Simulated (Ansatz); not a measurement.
CH7GeNSi can be A, `N[CH]1[SiH2][GeH2]1`, or B, `[SiH3][CH]1[NH][GeH2]1`.

Program: Ansatz. Geometries: PBE0-D4/def2-TZVP. ΔE: electronic, gas phase. CBS: MP2 limit from def2 TZ/QZ plus the TZ coupled-cluster correction, frozen cores. Functionals use def2-TZVPP. For Ge outer-core shells are correlated without core-valence functions, which leaves a few kJ/mol of doubt a bond. Scalar relativity is left out up to krypton. Each species was taken in one conformer, which may not be the lowest.

A:

Z-matrix (Å, degrees):
```
C
Si 1 1.899
Ge 1 2.020 2 71.6
N 1 1.444 2 115.1 3 108.6
H 1 1.095 2 115.6 3 -107.8
H 2 1.484 1 116.9 3 110.1
H 2 1.481 1 115.9 3 -112.1
H 3 1.527 1 113.7 2 113.2
H 3 1.531 1 115.4 2 -111.3
H 4 1.012 1 111.9 2 -159.9
H 4 1.013 1 111.8 2 78.4
```

B:

```xyz
11

Si    1.1989   -0.7623   -0.9345
C     0.3721    0.3486    0.3082
N    -0.4801   -0.3602    1.3101
Ge   -1.5104    0.7353    0.1934
H     1.7857    0.0647   -2.0249
H     2.2826   -1.5727   -0.3120
H     0.1890   -1.6863   -1.5144
H     0.9618    1.1939    0.6684
H    -0.3460    0.0161    2.2426
H    -2.4522   -0.0277   -0.7269
H    -2.0012    2.0508    0.7900
```

Task: Which isomer does CCSD(T)/CBS put lower? Give the gap. (An estimate is asked.)

Result: The calculation gave: B, by 0.4 kJ/mol. So small a gap doesn't settle the order.

Task: Give E(B) − E(A) in kJ/mol with PBE0-D4, MP2/def2-TZVPP, PBE-D4, ωB97M-V, CCSD(T)/def2-TZVPP, CCSD/def2-TZVPP, HF/def2-TZVPP. (An estimate is asked.)

Result: Ansatz gave: PBE0-D4 16.5, MP2/def2-TZVPP -6.5, PBE-D4 14.9, ωB97M-V 5.9, CCSD(T)/def2-TZVPP -1.3, CCSD/def2-TZVPP 0.3, HF/def2-TZVPP -1.1. The order is the other way round with PBE0-D4, PBE-D4, ωB97M-V.

Largest T1 diagnostic: 0.013.
